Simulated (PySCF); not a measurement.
## Simulated absorption spectrum

Species: C4H7NSi.
Geometry (GFN2-xTB, Å), atoms numbered from 1 in this order:
```xyz
13
C4H7NSi angstrom
N     -1.9694    0.9926    1.2694
C     -2.3518    0.3177    0.2900
C     -1.5229   -0.4319   -0.7300
C     -0.1003   -0.3359   -0.4778
C      1.0691   -0.2134   -0.2113
Si     2.8763   -0.0556    0.1299
H     -0.9562    1.0367    1.3888
H     -3.4256    0.2472    0.1317
H     -1.7520   -0.0288   -1.7230
H     -1.8338   -1.4825   -0.7218
H      3.1425    1.3328    0.5162
H      3.5973   -0.4041   -1.0972
H      3.2225   -0.9744    1.2174
```

Theory: PySCF, TDDFT CAM-B3LYP/def2-SVPD, vertical, gas phase, core orbitals frozen in the response.

Broadening: Gaussians 0.4 eV wide at half height, area fixed by f = 4.319×10⁻⁹ ∫ε dν̃. The width is an assumption, not a result. The curve ends short of the highest state used, and states not computed would add to its high-energy end.

E (eV), ε (L mol⁻¹ cm⁻¹) and a bar:
```
     4.75          0 
     4.85          3 
     4.94         13 
     5.04         46 #
     5.14        114 ###
     5.24        198 ######
     5.33        242 #######
     5.43        217 ######
     5.53        138 ####
     5.63         63 ##
     5.72         26 #
     5.82         15 
     5.92         27 #
     6.01         55 ##
     6.11        112 ###
     6.21        192 ######
     6.31        261 ########
     6.40        267 ########
     6.50        201 ######
     6.60        110 ###
     6.70         59 ##
     6.79         98 ###
     6.89        354 ##########
     6.99       1037 ##############################
```

(1) Where are the band maxima, and which computed states make them?

(2) On this curve, what absorbance would a 10⁻⁴ mol/L sample give at 248 nm over a 1 cm path?

(3) Coming from long wavelengths, where does ε first pass 100 L mol⁻¹ cm⁻¹?

Answers

(1) 232 nm (5.35 eV), ε about 240, made up of S1 (100%); 195 nm (6.36 eV), ε about 270, made up of S3 (34%) and S4 (63%) (ε in L mol⁻¹ cm⁻¹; maxima over ε = 5, shares over 10%). At its high-energy end, 6.99 eV, the curve is still rising (ε about 1000, from S5). The states used: S1 5.35 eV (f 0.0036); S2 6.09 eV (f 0.0004); S3 6.35 eV (f 0.0014); S4 6.38 eV (f 0.0026); S5 7.25 eV (f 0.047); S6 7.42 eV (f 0.0043); S7 7.47 eV (f 0.016); S8 7.59 eV (f 0.024).

(2) 248 nm is 4.999 eV, where ε is about 29 L mol⁻¹ cm⁻¹, so A = ε c l ≈ 0.0029 (Beer–Lambert, with the gas-phase spectrum and the assumed width).

(3) At about 242 nm (5.12 eV), 0.23 eV below S1.

Time: 27 s; peak memory 0.76 GiB. Hardware: one thread, Arm Neoverse V1 (aarch64), no GPU, on a shared host.

One conformer stands for the species.
